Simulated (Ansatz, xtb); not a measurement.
# Al2F2H6N2: which of two structures lies lower

We compare I, a singlet given by its coordinates, with II, `[F][Al-]1([F])[NH2+][AlH2-][NH2+]1`, a singlet. Both are isolated molecules in the gas phase, relaxed with PBE0-D4/def2-SVP.

I (Å):

```xyz
12

Al    0.0233    0.0602   -0.2879
Al   -0.0141    0.3836    2.5295
F     0.3222   -0.9041    1.2870
F    -1.5372    0.0808    3.1494
N    -1.4953   -0.4143   -1.0775
N    -0.2393    1.5345    0.9928
H    -2.3835   -0.5744   -0.6153
H    -1.5299   -0.8062   -2.0117
H     1.3862    0.1875   -1.0789
H    -1.1609    1.9703    0.9238
H     0.4455    2.2845    0.8880
H     1.2190    0.6437    3.4700
```

Close contacts (Å): Al1–F3 1.87, Al1–N5 1.78, Al1–N6 1.97, Al2–F3 1.82, Al2–F4 1.67, Al2–N6 1.93, Al1–H9 1.58, Al2–H12 1.57, N5–H7 1.01, N5–H8 1.01, N6–H10 1.02, N6–H11 1.02.

II (Å):

```yaml
atoms:
  - { symbol: Al, position_ang: [-0.2327, 0.8097, -1.4365] }
  - { symbol: Al, position_ang: [-1.6284, 0.1317, 0.8986] }
  - { symbol: F, position_ang: [-1.0675, 1.3681, -2.7687] }
  - { symbol: F, position_ang: [1.4276, 0.6555, -1.4948] }
  - { symbol: N, position_ang: [-0.7732, 1.7556, 0.1496] }
  - { symbol: N, position_ang: [-1.0420, -0.7962, -0.7520] }
  - { symbol: H, position_ang: [0.0024, 2.1277, 0.6997] }
  - { symbol: H, position_ang: [-1.4078, 2.5365, -0.0244] }
  - { symbol: H, position_ang: [-3.2097, 0.3050, 0.8794] }
  - { symbol: H, position_ang: [-0.7807, -0.3953, 2.1374] }
  - { symbol: H, position_ang: [-0.3865, -1.5653, -0.6049] }
  - { symbol: H, position_ang: [-1.7974, -1.1644, -1.3320] }
```

Problem. Which of the two would you expect CCSD(T)/def2-SVP + ΔMP2/def2-TZVPP electronic energies to favour?

Solution. Structure II; the calculation gives E(II) − E(I) = −0.548 eV.

The same difference at several levels:

```csv
level,geometry,E(II) − E(I) (eV),departure from the last row (eV),"job, with rough time for the two"
PBE0-D4/def2-SVP,PBE0-D4/def2-SVP,−0.567,−0.019,"optimisation, 53 s"
HF/def2-SVP,PBE0-D4/def2-SVP,−0.515,+0.034,part of the CCSD(T) run
MP2/def2-SVP,PBE0-D4/def2-SVP,−0.571,−0.022,part of the CCSD(T) run
CCSD(T)/def2-SVP,PBE0-D4/def2-SVP,−0.560,−0.012,single point
CCSD(T)/def2-SVP + ΔMP2/def2-TZVPP,PBE0-D4/def2-SVP,−0.548,,"single point, 61 s"
```

None of the levels shown reverses the order. The largest departure from CCSD(T)/def2-SVP + ΔMP2/def2-TZVPP is that of HF/def2-SVP, 0.034 eV. Levels run at GFN2-xTB geometries aren't shown. The last row adds to CCSD(T) the change of the MP2 difference between the two basis sets, here +0.012 eV.

With thermal terms from frequencies at re-optimised GFN2-xTB minima (ideal gas, soft modes damped towards free rotors, one conformer each, 298.15 K, 1 atm): on the last row, ΔE + ΔZPE = −0.548, ΔH = −0.561, ΔG = −0.518 eV.

The correlated steps freeze 14 core orbitals. Run with Ansatz 0.2.0, xtb 6.7.1; the last row on 2 threads of Arm Neoverse V1 on a shared host.
